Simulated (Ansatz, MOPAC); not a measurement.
Process, species as SMILES: C[SiH2]C[SiH2-] -> [SiH3][Si-](C)C

Wanted: isomerisation energy (enthalpy at 298 K), in kcal/mol. Terms: spin-orbit terms left out; dispersion terms only where a functional's name holds one; valence correlation only; six Cartesian d functions in 6-31G* and its kin unless marked 5d; non-relativistic. Basis-set limits of correlation are two-point, X^-3; Hartree-Fock from the larger set. First-principles rows: single points at B3LYP-D3(BJ) geometries (Ansatz, a quantum-chemistry and plane-wave program), with unscaled harmonic terms from B3LYP/6-31G* (Ansatz) at its own minima. Semi-empirical rows: MOPAC heats of formation at their own minima for 298 K. Anions need diffuse functions, which STO-3G, LANL2DZ, def2-SVP, cc-pVDZ and Pople sets without + lack.

```
species          coefficient  E at B3LYP/6-31G* (Ansatz), Eh  E at PBE/def2-TZVPD (Ansatz), Eh  H(298 K) - E, kcal/mol  heat of formation at AM1 (MOPAC), kcal/mol
---------------  -----------  ------------------------------  --------------------------------  ----------------------  ------------------------------------------
C[SiH2]C[SiH2-]           -1                      -660.61684                        -660.24084                   64.72                                      -37.79
C[Si-](C)[SiH3]           +1                      -660.62230                        -660.24928                   66.35                                      -29.36
```

Coupled cluster (Ansatz) is a level with limits of its own, used here on species with T1 under 0.025 (0.045 for open shells) and stable references: CCSD(T)/CBS(aug-cc-pV(T+d)Z,aug-cc-pV(Q+d)Z). Value to compare with, CCSD(T)/CBS(aug-cc-pV(T+d)Z,aug-cc-pV(Q+d)Z) (Ansatz): -0.2 kcal/mol. 1 Eh = 627.5095 kcal/mol.

Task: Work the quantity out at each level, and compare with CCSD(T)/CBS(aug-cc-pV(T+d)Z,aug-cc-pV(Q+d)Z) (Ansatz).

Result: 
- B3LYP/6-31G*: the sum of coefficient times E is -0.00546 Eh, or -3.43 kcal/mol; the thermal terms add 1.63. Result: -1.8 kcal/mol. Its difference against CCSD(T)/CBS(aug-cc-pV(T+d)Z,aug-cc-pV(Q+d)Z) (Ansatz) is -1.6 kcal/mol.
- PBE/def2-TZVPD: the sum of coefficient times E is -0.00844 Eh, or -5.30 kcal/mol; the thermal terms add 1.63. Result: -3.7 kcal/mol. Its difference against CCSD(T)/CBS(aug-cc-pV(T+d)Z,aug-cc-pV(Q+d)Z) (Ansatz) is -3.5 kcal/mol.
- AM1: the sum of coefficient times heat of formation is 8.43 kcal/mol; it needs no thermal term. Its difference against CCSD(T)/CBS(aug-cc-pV(T+d)Z,aug-cc-pV(Q+d)Z) (Ansatz) is 8.6 kcal/mol.
